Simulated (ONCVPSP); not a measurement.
# u(r) = r·R(r): atom against pseudo-atom (Zr)

Columns: radius, all-electron u(r) and pseudo u(r) of the 4d shell (level -4.80 eV) of zirconium in the configuration [Ar] 3d10 4s2 4p6 4d2 5s1 5p1; LDA (Perdew-Zunger), scalar-relativistic, ONCV scheme, ONCVPSP 4.0.1.

```tsv
r (bohr)	all-electron	pseudo
0.138	-0.1683	0.0029
0.275	-0.3081	0.0217
0.413	-0.2284	0.0680
0.550	-0.0451	0.1443
0.688	0.1555	0.2460
0.825	0.3304	0.3599
0.963	0.4688	0.4726
1.100	0.5681	0.5692
1.238	0.6345	0.6420
1.375	0.6732	0.6869
1.513	0.6910	0.7067
1.650	0.6930	0.7065
1.788	0.6835	0.6925
1.925	0.6660	0.6707
2.062	0.6431	0.6448
2.200	0.6163	0.6167
2.338	0.5875	0.5875
2.475	0.5578	0.5578
2.613	0.5276	0.5276
2.750	0.4979	0.4979
2.888	0.4686	0.4686
3.025	0.4404	0.4404
3.162	0.4133	0.4133
3.300	0.3871	0.3871
3.438	0.3621	0.3621
3.575	0.3385	0.3385
```

How many radial nodes do the two functions have?

The all-electron 4d function has n − l − 1 = 1; the pseudo-wave has 0, since the states of the same l below it are removed with the core.

At about which radius was the pseudo-wave matched?

2.45 bohr. The columns agree to 0.0005 from 2.20 bohr on; several derivatives are matched, so the curves merge somewhat inside the radius.

Where does each function peak?

Outermost all-electron maximum near 1.65 bohr, pseudo maximum near 1.51 bohr (to the table’s step).

Is the pseudo-wave norm-conserving?

Yes: the ONCV scheme keeps the norm inside the radius equal to the all-electron one, which fixes the energy derivative of the logarithmic derivative at the level.
